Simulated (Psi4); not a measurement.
CF₃O₃S (SMILES O=S(=O)([O-])C(F)(F)F), charge -1, singlet, geometry from GFN2-xTB (a gas-phase anion, which may not be bound at this level); CAM-B3LYP/def2-SVP in Psi4 1.11.

Input for Psi4:
```
memory 2 GB

molecule {
-1 1
O     1.43759940   -0.31893974    1.17113549
S     0.92357543   -0.03591358   -0.15049648
O     1.20167442    1.28840781   -0.66027026
O     1.03510126   -1.11234754   -1.10960410
C    -0.92892797    0.03612172    0.15136868
F    -1.26275110    0.99198614    1.03329425
F    -1.40924817   -1.11942013    0.63811600
F    -1.61673848    0.29420318   -0.97256107
}

set {
  basis def2-svp
  scf_type pk
  puream true
  d_convergence 1e-8
  dft_radial_points 99
  dft_spherical_points 590
}

energy('cam-b3lyp')
print_variables()
```

The log (banner, timings and long lists left out):

```
   => Loading Basis Set <=

    Name: DEF2-SVP
    Role: ORBITAL
    Keyword: BASIS

         ---------------------------------------------------------
                                   SCF
               by Justin Turney, Rob Parrish, Andy Simmonett
                          and Daniel G. A. Smith
                              RKS Reference
         ---------------------------------------------------------

  ==> Geometry <==

    Molecular point group: c1
    Full point group: C1

    Geometry (in Angstrom), charge = -1, multiplicity = 1:

       Center              X                  Y                   Z               Mass
    ------------   -----------------  -----------------  -----------------  -----------------
         O            1.466644788405    -0.320069180757     1.166402547573    15.994914619570
         S            0.952620818405    -0.037043020757    -0.155229422427    31.972071174400
         O            1.230719808405     1.287278369243    -0.665003202427    15.994914619570
         O            1.064146648405    -1.113476980757    -1.114337042427    15.994914619570
         C           -0.899882581595     0.034992279243     0.146635737573    12.000000000000
         F           -1.233705711595     0.990856699243     1.028561307573    18.998403162730
         F           -1.380202781595    -1.120549570757     0.633383057573    18.998403162730
         F           -1.587693091595     0.293073739243    -0.977294012427    18.998403162730

  Running in c1 symmetry.

  Rotational constants: A =      0.09165  B =      0.05199  C =      0.05199 [cm^-1]
  Rotational constants: A =   2747.63884  B =   1558.50159  C =   1558.50159 [MHz]
  Nuclear repulsion =  553.212042537799789

  Charge       = -1
  Multiplicity = 1
  Electrons    = 74
  Nalpha       = 37
  Nbeta        = 37

  ==> Algorithm <==

  SCF Algorithm Type is PK.
  DIIS enabled.
  MOM disabled.
  Fractional occupation disabled.
  Guess Type is SAD.
  Energy threshold   = 1.00e-06
  Density threshold  = 1.00e-08
  Integral threshold = 1.00e-12

  ==> Primary Basis <==

  Basis Set: DEF2-SVP
    Blend: DEF2-SVP
    Number of shells: 50
    Number of basis functions: 116
    Number of Cartesian functions: 124
    Spherical Harmonics?: true
    Max angular momentum: 2

  ==> DFT Potential <==

   => LibXC <=

    Version 7.1.2
    S. Lehtola, C. Steigemann, M. J. T. Oliveira, and M. A. L. Marques,  SoftwareX 7, 1–5 (2018) (10.1016/j.softx.2017.11.002)

   => Composite Functional: CAM-B3LYP <=

    CAM-B3LYP Hyb-GGA Exchange-Correlation Functional

    T. Yanai, D. P. Tew, and N. C. Handy,  Chem. Phys. Lett. 393, 51 (2004) (10.1016/j.cplett.2004.06.011)

    Deriv               =              1
    GGA                 =           TRUE
    Meta                =          FALSE

    Exchange Hybrid     =           TRUE
    MP2 Hybrid          =          FALSE

   => Exchange Functionals <=

    0.3500         Becke 88 [omega = 0.3300]
    0.4600   Short-range recipe for B88 functional - erf [omega = 0.3300]

   => Exact (HF) Exchange <=

    0.4600            HF,LR [omega = 0.3300]
    0.1900               HF

   => Correlation Functionals <=

    0.1900   Vosko, Wilk & Nusair (VWN5)
    0.8100   Lee, Yang & Parr

   => LibXC Density Thresholds  <==

    XC_HYB_GGA_XC_CAM_B3LYP:  1.00E-14

   => Molecular Quadrature <=

    Radial Scheme          =       TREUTLER
    Pruning Scheme         =           NONE
    Nuclear Scheme         =       TREUTLER

    Blocking Scheme        =         OCTREE
    BS radius alpha        =              1
    Pruning alpha          =              1
    Radial Points          =             99
    Spherical Points       =            590
    Total Points           =         437159
    Total Blocks           =           3129
    Max Points             =            256
    Max Functions          =            111
    Weights Tolerance      =       1.00E-15

  ==> Integral Setup <==

  Using in-core PK algorithm.
[...]
  We computed 649361 shell quartets total.
  Whereas there are 813450 unique shell quartets.

  Computing range-separated integrals for PK
  We computed 649361 wK shell quartets total.
  Whereas there are 813450 wK unique shell quartets.

  ==> DiskJK: Disk-Based J/K Matrices <==

    J tasked:                  Yes
    K tasked:                  Yes
    wK tasked:                 Yes
    Omega:               3.300E-01
    Schwarz Cutoff:          1E-12

  Minimum eigenvalue in the overlap matrix is 5.2640273789E-03.
  Reciprocal condition number of the overlap matrix is 1.2341877571E-03.
    Using symmetric orthogonalization.

  ==> Pre-Iterations <==

  SCF Guess: Superposition of Atomic Densities via on-the-fly atomic UHF (no occupation information).

   -------------------------
    Irrep   Nso     Nmo
   -------------------------
     A        116     116
   -------------------------
    Total     116     116
   -------------------------

  ==> Iterations <==

                        Total Energy        Delta E     RMS |[F,P]|

   @RKS iter SAD:  -960.83602724434786   -9.60836e+02   0.00000e+00
   @RKS iter   1:  -960.33626322365467    4.99764e-01   9.77686e-03 ADIIS/DIIS
   @RKS iter   2:  -959.90159047803468    4.34673e-01   1.37878e-02 ADIIS/DIIS
   @RKS iter   3:  -960.79676732677763   -8.95177e-01   6.89795e-04 ADIIS/DIIS
   @RKS iter   4:  -960.79927269319671   -2.50537e-03   1.77785e-04 ADIIS/DIIS
   @RKS iter   5:  -960.79943934967514   -1.66656e-04   3.91182e-05 DIIS
   @RKS iter   6:  -960.79944547630066   -6.12663e-06   2.07115e-05 DIIS
   @RKS iter   7:  -960.79944742817588   -1.95188e-06   2.58498e-06 DIIS
   @RKS iter   8:  -960.79944747383570   -4.56598e-08   5.66876e-07 DIIS
   @RKS iter   9:  -960.79944747616332   -2.32762e-09   1.74737e-07 DIIS
   @RKS iter  10:  -960.79944747640775   -2.44427e-10   3.80965e-08 DIIS
   @RKS iter  11:  -960.79944747642173   -1.39835e-11   6.02234e-09 DIIS
  Energy and wave function converged.

  ==> Post-Iterations <==

   Electrons on quadrature grid:
      Ntotal   =   74.0000003999 ; deviation = 3.999e-07

    Orbital Energies [Eh]
    ---------------------

    Doubly Occupied:

[...]
      37A     -0.136444

    Virtual:

[...]
     116A      4.077379

    Final Occupation by Irrep:
              A
    DOCC [    37 ]
    NA   [    37 ]
    NB   [    37 ]

  @RKS Final Energy:  -960.79944747642173

   => Energetics <=

    Nuclear Repulsion Energy =            553.2120425377997890
    One-Electron Energy =               -2444.3456140441289790
    Two-Electron Energy =                 996.7590250629878028
    DFT Exchange-Correlation Energy =     -66.4249010330803458
    Empirical Dispersion Energy =           0.0000000000000000
    VV10 Nonlocal Energy =                  0.0000000000000000
    Total Energy =                       -960.7994474764217330

Computation Completed

Properties will be evaluated at   0.000000,   0.000000,   0.000000 [a0]

Properties computed using the SCF density matrix

 Multipole Moments:

 ------------------------------------------------------------------------------------
     Multipole            Electronic (a.u.)      Nuclear  (a.u.)        Total (a.u.)
 ------------------------------------------------------------------------------------

 L = 1.  Multiply by 2.5417464519 to convert [e a0] to [Debye]
 Dipole X            :         -5.5573053            4.0068114           -1.5504939
 Dipole Y            :          0.2160976           -0.1558064            0.0602912
 Dipole Z            :          0.9055618           -0.6529093            0.2526524
 Magnitude           :                                                    1.5721003

 ------------------------------------------------------------------------------------

  Variable Map:
  ----------------------------------------------------------------------------
[...]
  Array Variable Map:
  ----------------------------------------------------------------------------
[...]
[...]
```
